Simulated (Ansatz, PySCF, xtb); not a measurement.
Gas-phase reaction in SMILES: [O]=[Ge]1[O][O]1 + 5 [H][H] (H2) → [GeH4] (GeH4) + 3 O (H2O)
Geometries: B3LYP-D3(BJ)/def2-TZVP minima from Ansatz (an electronic-structure program). Unstable Hartree-Fock reference: [O]=[Ge]1[O][O]1.

Property: energy of full hydrogenation (enthalpy at 298 K, with B3LYP-D3(BJ) rigid-rotor harmonic-oscillator terms from PySCF), in eV. Correlated levels leave the core frozen unless marked. No spin-orbit coupling. The frozen core is the preceding noble-gas configuration, with the filled d and f shells of earlier blocks. No relativistic terms. Basis-set limits of correlation are two-point, X^-3; Hartree-Fock from the larger set.

```
level                         program  energy of full hydrogenation (eV)
---------------------  --------------  ---------------------------------
GFN1-xTB                          xtb                              -9.26
GFN2-xTB                          xtb                              -5.69
HF/cc-pVDZ                     Ansatz                              -8.72
HF/def2-TZVPD                   PySCF                              -8.16
r2SCAN/def2-TZVPD              Ansatz                              -6.34
B3LYP-D4/def2-TZVPD    Ansatz + dftd4                              -6.47
PBE0-D3(BJ)/def2-TZVP  Ansatz + dftd3                              -6.85
```

Question: Estimate the value at CCSD(T)/CBS(cc-pVTZ,cc-pVQZ) as computed with Ansatz.

Answer: -6.45 eV
